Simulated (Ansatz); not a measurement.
Geometry optimisation, Ansatz 0.2.0, RKS PBE0/def2-TZVP.

input.yaml

```yaml
crystal:
  periodic: [false, false, false]
  atoms:
    - { symbol: Ga, position_ang: [0.025044, -0.515695, -0.385851] }
    - { symbol: H, position_ang: [0.003807, 0.132395, 2.305206] }
    - { symbol: H, position_ang: [1.423596, 0.106783, -0.633965] }
    - { symbol: H, position_ang: [-1.40438, 0.039229, -0.617056] }
    - { symbol: Br, position_ang: [0.08347, -2.755389, 0.44658] }
    - { symbol: H, position_ang: [0.024664, -0.551023, 2.101086] }
basis:
  gaussian: { orbitals: def2-TZVP }
hamiltonian:
  xc: pbe0
relax:
  f_tol: 0.03
  max_steps: 50
output:
  orbitals: {}
```

Run as:

```bash
$ ansatz run input.yaml --threads 4 --pin off --max-ram 5120MiB --backend cpu --events-out ev --progress --plain --runs-dir out
```

Where does it end, and by what steps?

The forces met the threshold. After 8 steps the energy has fallen by 0.122 eV; Br5 moved furthest, 0.38 Å.

| step | energy less start (eV) | largest force component (eV/Å) | accepted |
| --- | --- | --- | --- |
| 0 | 0.0000 | 1.540 | yes |
| 1 | -0.0855 | 1.109 | yes |
| 2 | -0.0910 | 0.839 | yes |
| 3 | -0.1068 | 0.208 | yes |
| 4 | -0.1102 | 0.217 | yes |
| 5 | -0.1188 | 0.144 | yes |
| 6 | -0.1209 | 0.243 | yes |
| 7 | -0.1222 | 0.068 | yes |
| 8 | -0.1223 | 0.014 | yes |

```xyz
6
Properties=species:S:1:pos:R:3
Ga 0.026 -0.622 -0.300
H 0.004 0.331 2.107
H 1.415 0.060 -0.465
H -1.397 -0.012 -0.461
Br 0.085 -2.892 0.092
H 0.023 -0.408 2.243
```

Whether the end is a true minimum wasn't checked by a vibrational analysis.

The run took 11 s on 4 threads of Arm Neoverse V2, with other jobs on the host, peak memory 0.26 GiB.
